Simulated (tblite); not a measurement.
Task: What does the GFN2-xTB structure of InChI=1S/C6H4NS/c1-2-6(8)4-3-5-7/h1,4-5,7H/b4-3?,7-5- look like in three dimensions? (Doublet state.)

Result: 
```xyz
12
C6H4NS angstrom
C      2.145   -0.847   -0.724
C      1.647   -0.026    0.002
C      1.107    0.952    0.850
S      2.080    2.047    1.589
C     -0.342    0.962    1.033
C     -1.125    0.064    0.497
C     -1.677   -0.895   -0.288
N     -1.988   -0.754   -1.542
H      2.568   -1.567   -1.359
H     -0.720    1.749    1.674
H     -1.917   -1.856    0.159
H     -1.777    0.171   -1.915
```

Any rigid rotation of these coordinates is as good. Atoms count from 1 in this order. The 5 C–C bonds span 1.203 Å (C1≡C2, drawn triple) to 1.460 Å (C3–C5, drawn single), a spread of 0.257 Å. C7 (carbon bonded to C, N and H) is planar (angles 125.4°, 118.5° and 116.1°, sum 360.0°, 0.01 Å off the plane of its three neighbours). Of the pairs four or more bonds apart, C2···C7 is among the closest relative to their van der Waals radii: 3.45 Å, 101 % of the sum of Bondi's values. C5 (carbon bonded to 2 C and H) is planar (angles 122.6°, 122.2° and 115.2°, sum 360.0°, 0.01 Å off the plane of its three neighbours).

Bonds between heavy atoms (Å): C1≡C2 1.203, C2–C3 1.403, C3=S4 1.641, C3–C5 1.460, C5=C6 1.306, C6–C7 1.357, C7=N8 1.299.

Structure optimised with GFN2-xTB, isolated species. This method treats the open shell by occupation alone, without spin polarisation.

Point group: C1 (no symmetry element, even within 0.4 Å). Its GFN2-xTB frequencies are all real (lowest 40 cm⁻¹). Torsions: C2–C3–C5–C6 4°.

One conformer stands for the species.

All values are computed, not measured.
